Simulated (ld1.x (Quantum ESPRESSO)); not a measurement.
**Scattering properties, ultrasoft potential for calcium**

```
Element                 : Ca (Z = 20)
Generator               : ld1.x (Quantum ESPRESSO) 7.5
Type                    : ultrasoft
Functional              : PBEsol
Relativity              : scalar-relativistic
Frozen core             : [Ne]
Valence charge          : 10
Reference configuration : 3s2 3p6 3d0 4s2 4p0
Partial waves           : 3s (bound): rcut 1.65, rcutus 2.10 bohr; 4s (bound): rcut 1.65, rcutus 2.10 bohr; 3p (bound): rcut 1.85, rcutus 3.50 bohr; 4p (bound, empty): rcut 1.85, rcutus 3.50 bohr; 3d (bound, empty): rcut 2.75, rcutus 3.25 bohr; 3d channel at 0.8 Ry: rcut 2.75, rcutus 3.25 bohr
Local potential         : all-electron potential smoothed inside 1.65 bohr (lloc = -1)
Core correction         : Bessel-smoothed model core, default radius (core density twice the valence density)
Augmentation charge     : PSQ, inside the norm-conserving radii
```

The phase is arctan(r·u′/u) with u = r·R(r), unwrapped; energies in Ry, scanned from -5 to 5 Ry. A pole is an energy at which the radial function vanishes at the test radius. The pseudo phase is shifted by a multiple of π to meet the all-electron one at the reference energy, and phase errors are pseudo minus all-electron; the curves can meet again beyond the range given. Levels narrower than the energy grid can be missing from the lists of poles. n/a: not evaluated, since a narrow level or a reset projector energy made the automatic matching unsafe.

Task: For each channel, where are the poles, and over which energies does the pseudopotential scatter like the atom?

Result:

```json
{"channel": "s", "radius (bohr)": "3.80", "reference energy (Ry)": "-0.28", "poles, all-electron": "0.56, 4.37", "poles, pseudo": "0.56, 4.47", "unbroken range about the reference energy with phases within 0.05 rad": "n/a", "phase error 1 Ry above the reference energy (rad)": "n/a"}
{"channel": "p", "radius (bohr)": "3.80", "reference energy (Ry)": "-0.10", "poles, all-electron": "-2.04, 1.11, 4.96", "poles, pseudo": "-2.04, 1.06, 4.61", "unbroken range about the reference energy with phases within 0.05 rad": "below 1.9", "phase error 1 Ry above the reference energy (rad)": "-0.009"}
{"channel": "d", "radius (bohr)": "3.80", "reference energy (Ry)": "-0.14", "poles, all-electron": "-0.01, 2.10", "poles, pseudo": "-0.01, 2.07", "unbroken range about the reference energy with phases within 0.05 rad": "below 3.1", "phase error 1 Ry above the reference energy (rad)": "-0.000"}
```

Phases in the d channel:

```tsv
E (Ry)	all-electron	pseudo
-5.00	1.453	1.453
-4.48	1.446	1.446
-3.96	1.438	1.438
-3.44	1.428	1.428
-2.92	1.416	1.416
-2.40	1.400	1.400
-1.88	1.377	1.377
-1.36	1.342	1.342
-0.84	1.273	1.272
-0.32	0.917	0.917
0.20	-1.822	-1.822
0.72	-2.625	-2.625
1.24	-4.365	-4.367
1.76	-4.636	-4.640
2.28	-4.745	-4.754
2.80	-4.846	-4.870
3.32	-5.063	-5.198
3.84	-6.845	-7.260
4.36	-7.636	-7.674
4.88	-7.764	-7.772
```
